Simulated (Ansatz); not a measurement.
The same molecule with X = C, Si, Ge, Sn. Ansatz, PBE0-D4/def2-TZVP geometries, multiplicity 1.

Elements past krypton have def2 core potentials. Outer-core shells of Br, Ge, Sn are correlated without core-valence functions. Scalar relativity is left out up to krypton. Spin–orbit coupling is left out.

```json
{"X": "C", "molecule": "`CBr`", "vertical ionisation energy (CCSD(T)/def2-TZVPP) / eV": "10.58", "mean X–Br bond length / Å": "1.933", "mean X–H bond length / Å": "1.086", "LUMO energy (PBE0/def2-TZVPP) / eV": "0.07", "size of the dipole moment (ωB97M-V/def2-TZVPP) / D": "1.89", "HOMO–LUMO gap (B3LYP/def2-TZVPP) / eV": "7.44"}
{"X": "Si", "molecule": "`[SiH3]Br`", "vertical ionisation energy (CCSD(T)/def2-TZVPP) / eV": "10.98", "mean X–Br bond length / Å": "2.219", "mean X–H bond length / Å": "1.481", "LUMO energy (PBE0/def2-TZVPP) / eV": "-0.36", "size of the dipole moment (ωB97M-V/def2-TZVPP) / D": "1.32", "HOMO–LUMO gap (B3LYP/def2-TZVPP) / eV": "7.64"}
{"X": "Sn", "molecule": "`[Br][SnH3]`", "vertical ionisation energy (CCSD(T)/def2-TZVPP) / eV": "10.49", "mean X–Br bond length / Å": "2.483", "mean X–H bond length / Å": "1.700", "LUMO energy (PBE0/def2-TZVPP) / eV": "-1.08", "size of the dipole moment (ωB97M-V/def2-TZVPP) / D": "2.40", "HOMO–LUMO gap (B3LYP/def2-TZVPP) / eV": "6.55"}
```

Give the row for X = Ge, `[GeH3][Br]`. (An estimate is asked.)

The calculation gave: 
| X | molecule | vertical ionisation energy (CCSD(T)/def2-TZVPP) / eV | mean X–Br bond length / Å | mean X–H bond length / Å | LUMO energy (PBE0/def2-TZVPP) / eV | size of the dipole moment (ωB97M-V/def2-TZVPP) / D | HOMO–LUMO gap (B3LYP/def2-TZVPP) / eV |
| --- | --- | --- | --- | --- | --- | --- | --- |
| Ge | `[GeH3][Br]` | 10.70 | 2.309 | 1.532 | -0.63 | 1.95 | 7.10 |

From C to Sn the vertical ionisation energy (CCSD(T)/def2-TZVPP) isn't monotonic: highest at Si, lowest at Sn; the mean X–Br bond length rises at each step, by 0.550 Å in all; the mean X–H bond length rises at each step, by 0.614 Å in all; the LUMO energy (PBE0/def2-TZVPP) falls at each step, by 1.15 eV in all; the HOMO–LUMO gap (B3LYP/def2-TZVPP) isn't monotonic: highest at Si, lowest at Sn. Bonds lengthen as the atom grows down the group. Dipoles are sizes alone, and their direction can turn along the series.

B3LYP here is the variant with VWN-RPA as its local correlation; programs differ in this.
